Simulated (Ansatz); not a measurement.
Consider the formal exchange of groups at the Si–F bond: `F[Si](Cl)(Cl)Cl` + `C#N` → `N#C[Si](Cl)(Cl)Cl` + H–F.

Gas-phase electronic energies from Ansatz, PBE0-D4/def2-TZVP geometries. CCSD(T)/CBS is the MP2 limit (def2-TZVPP, def2-QZVPP) plus CCSD(T) − MP2 in def2-TZVPP, frozen cores. This one scheme is used for every species. DFT in def2-TZVPP. B3LYP here is the variant with VWN-RPA as its local correlation; programs differ in this. HSE06 is defined as in plane-wave codes.

```tsv
level	ΔE (kJ/mol)	difference from CCSD(T)/CBS
LDA (SPW92)	113.1	-1.6
B3LYP-D4	117.1	2.4
r2SCANh-D4	120.7	6.0
HSE06-D4	109.6	-5.1
CAM-B3LYP-D4	124.6	9.9
ωB97M-V	120.5	5.8
revPBE	109.6	-5.1
BLYP	121.4	6.7
r2SCAN	121.9	7.2
PBE0	113.9	-0.8
B3LYP	123.6	8.9
HF/def2-SVP	122.2	7.5
MP2/def2-SVP	106.5	-8.2
SCS-MP2/def2-TZVPP	113.5	-1.2
MP2/CBS(def2)	109.2	-5.5
CCSD/CBS(def2)	118.9	4.2
CCSD(T)/CBS	114.7	0
```

Question: What do rigid-rotor, harmonic-oscillator terms from PBE0-D4/def2-TZVP frequencies (298.15 K, 1 bar) make of the CCSD(T)/CBS value? (Estimate.)

Answer: The calculation gave: ΔZPE = -3.6 kJ/mol, ΔH = +114.0 kJ/mol, ΔS = 0 J/(mol·K), ΔG = +114.1 kJ/mol.

Largest T1 diagnostic among the species: 0.014.

Leaving LDA and LC-ωPBE aside and taking each functional with its dispersion term where it has one, the values, not all of them listed here, spread over 21.8 kJ/mol, from revPBE-D4 to CAM-B3LYP-D4. In def2-TZVPP, CCSD(T) changes the Hartree–Fock value by −22.8 kJ/mol (the triples alone add −4.2 kJ/mol) and MP2 by −28.3 kJ/mol.
